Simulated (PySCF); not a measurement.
Run record: geometry optimisation, `C[SiH2]CCO`.

Method: PBE0-D3(BJ)/def2-SVP geometry optimisation, gas phase (PySCF 2.14.0). Start geometry: GFN2-xTB. The input is one job of a driver script: a line of settings, then coordinates in Å.

Command:
```bash
OMP_NUM_THREADS=1 python probes_run.py task.json out
```

Input:
```
{"job": {"xc": "PBE0", "basis": "def2-SVP", "d3": "d3bj", "grid": 1, "shake": 0.01, "kind": "geom"}, "charge": 0, "multiplicity": 1}
C      2.450720    -0.244420    -0.122470
Si     0.746610     0.606530    -0.452430
C     -0.633210    -0.693870    -0.166000
C     -1.943540    -0.132010    -0.545050
O     -2.216030     1.124090     0.022280
H      2.499280    -0.592350     0.886710
H      2.613760    -1.054840    -0.799780
H      3.254930     0.494900    -0.274350
H      0.594570     1.745600     0.493610
H      0.676170     1.073410    -1.829630
H     -0.437160    -1.598820    -0.728380
H     -0.626610    -0.990700     0.900410
H     -2.809550    -0.823960    -0.275030
H     -2.041740     0.033300    -1.612890
H     -2.143530     1.035770     0.990110
```

Output:
```
step   0  E = -484.47087938  max force = 0.049397
step   1  E = -484.47652175  max force = 0.008929
step   2  E = -484.47718592  max force = 0.001764
step   3  E = -484.47744683  max force = 0.001694
step   4  E = -484.47764087  max force = 0.002749
step   5  E = -484.47774420  max force = 0.001875
step   6  E = -484.47778882  max force = 0.000547
step   7  E = -484.47780485  max force = 0.000366
step   8  E = -484.47781796  max force = 0.000634
step   9  E = -484.47782699  max force = 0.000444
optimisation converged
```

Energies in Eh; «max force» is the largest Cartesian gradient component in Eh/bohr.

**Question.** Give the first gradient maximum in eV/Å.

**Answer.** With 1 Eh/bohr = 51.422 eV/Å, 2.540 eV/Å.

In short: final energy -484.47783 Eh after 9 steps; dipole 2.15 D.

**Question.** Where do the atoms end?

**Answer.** 0.127 Å rms from the input after alignment:
```
atom  x, y, z in Å
C1     2.4426   -0.2194   -0.3359
Si2    0.7504    0.6012   -0.4178
C3    -0.6067   -0.6681   -0.0432
C4    -2.0007   -0.1814   -0.4207
O5    -2.2519    1.1343    0.0048
H6     2.6210   -0.6522    0.6612
H7     2.5269   -1.0294   -1.0773
H8     3.2442    0.5081   -0.5356
H9     0.7094    1.7189    0.5766
H10    0.5274    1.1724   -1.7834
H11   -0.3772   -1.6091   -0.5729
H12   -0.5595   -0.9133    1.0345
H13   -2.7731   -0.8820   -0.0440
H14   -2.1003   -0.1646   -1.5178
H15   -2.1623    1.1618    0.9635
```

**Question.** Estimate the wall time. Hardware: one thread, AMD EPYC 7R43 (x86_64) (shared host). And the peak memory of the process?

**Answer.** About 47 s, with 0.49 GiB resident at the peak, the Python interpreter and its libraries included.
Labels such as C1 count atoms from 1, the log's own numbers from 0.
